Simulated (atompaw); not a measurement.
Before and after: PAW (atompaw) potential for Pt

| Item | Value |
| --- | --- |
| Element | Pt |
| Generator | atompaw 4.2.0.5 |
| Type | PAW |
| Functional | PBEsol |
| Relativity | scalar-relativistic |
| Frozen core | [Kr] 4d10 4f14 |
| Valence charge | 18 |
| Reference configuration | 5s2 5p6 5d9 6s1 6p0 |
| Partial waves | 5s (bound): rc 1.10 bohr; 6s (bound): rc 1.35 bohr; 5p (bound): rc 1.40 bohr; 6p (bound, empty): rc 2.10 bohr; 5d (bound): rc 2.10 bohr; 5d channel at 2.7 Ry: rc 2.10 bohr |
| Local potential | ultrasoft scheme with l = 3 at 1 Ry, radius 2.00 bohr |
| Core correction | smooth core density matched at 2.05 bohr |
| Augmentation charge | sinc compensation charge, radius 1.65 bohr; PAW radius 2.10 bohr; waves and projectors: custom rrkj vanderbiltortho |

All-electron outer shells of the reference configuration (PBEsol, scalar-relativistic, ld1.x):

```json
{"shell": "4d", "level (eV)": "-306.68", "outermost node (bohr)": "0.20", "outermost maximum (bohr)": "0.42"}
{"shell": "5s", "level (eV)": "-101.88", "outermost node (bohr)": "0.49", "outermost maximum (bohr)": "0.87"}
{"shell": "4f", "level (eV)": "-70.14", "outermost node (bohr)": "–", "outermost maximum (bohr)": "0.38"}
{"shell": "5p", "level (eV)": "-56.04", "outermost node (bohr)": "0.53", "outermost maximum (bohr)": "0.98"}
{"shell": "5d", "level (eV)": "-6.17", "outermost node (bohr)": "0.57", "outermost maximum (bohr)": "1.26"}
{"shell": "6s", "level (eV)": "-5.70", "outermost node (bohr)": "1.14", "outermost maximum (bohr)": "2.38"}
{"shell": "6p", "level (eV)": "-0.78", "outermost node (bohr)": "1.36", "outermost maximum (bohr)": "3.60"}
```

Change: wave 5d channel at 2.7 Ry: rc 2.10 bohr becomes 5d channel at -0.22 Ry: rc 2.10 bohr.

Cutoffs: the cutoffs (Ry, on a coarse ladder) from which the occupation-weighted sum of valence levels, in a spherical-Bessel basis at the reference potential, stays within 10 and 1 mRy of its value at 400 Ry; they do not see the model core or the augmentation charge, which bear on the density cutoff.

Question: What does the change do?

Answer: The potential gets neither clearly harder nor softer (45 Ry and 100 Ry → 45 Ry and 100 Ry); the p channel sets the loose cutoff, while the largest relative change is in d, which becomes harder; neither file shows a bound ghost.

```tsv
quantity	base	changed
cutoff, loose	45 Ry	45 Ry
cutoff, tight	100 Ry	100 Ry
loose cutoff by channel (10 mRy a level)	s 25 Ry, p 35 Ry, d 18 Ry	s 25 Ry, p 35 Ry, d 21 Ry
bound ghosts	none	none
s: phases at 2.11 bohr within 0.05 rad from the reference energy up to (Ry; the scan ends near 5)	to the end of the scan	to the end of the scan
p: phases at 2.11 bohr within 0.05 rad from the reference energy up to (Ry; the scan ends near 5)	1.6	1.6
d: phases at 2.11 bohr within 0.05 rad from the reference energy up to (Ry; the scan ends near 5)	4.2	4.5
lowest overlap eigenvalue by channel	s 0.27, p 0.48, d 0.19	s 0.27, p 0.48, d 0.93
```

 The cutoffs see the waves, projectors and local potential, not the compensation charge or the core.
